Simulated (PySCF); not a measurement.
## Radial density of Se⁺ (selenium, charge +1)

UHF, [Ar] 3d10 4s2 4p3, high-spin 4S determinant. All numbers are calculated (PySCF 2.14, scalar relativity by spin-free X2C-1e, in Sapporo-DKH3-DZP-2012).

```csv
r (bohr),4πr²ρ (e/bohr),4πr²(ρα − ρβ)
0.000843,0.4106,0.0000
0.00142,1.005,0.0000
0.00238,2.413,-0.0001
0.00401,5.526,-0.0001
0.00674,11.92,-0.0002
0.0113,22.94,0.0002
0.0191,36.24,0.0028
0.0321,42.01,0.0161
0.0540,35.31,0.0586
0.0908,39.73,0.1174
0.153,48.79,0.0491
0.257,28.08,0.0120
0.432,32.53,0.2736
0.727,19.69,-0.0192
1.22,4.689,1.0113
2.06,2.626,1.6054
3.46,0.3976,0.3161
5.82,0.004897,0.0044
```

Densities and radii are taken from the X2C orbitals without a picture-change correction, which distorts them close to the nucleus.

(1) Where is the radial spin density 4πr²(ρα − ρβ) most negative, and why is it negative at all?

Answers

(1) Around r = 0.727 bohr, down to -0.0192 e/bohr: exchange with the open shell polarises the paired shells in an unrestricted calculation.
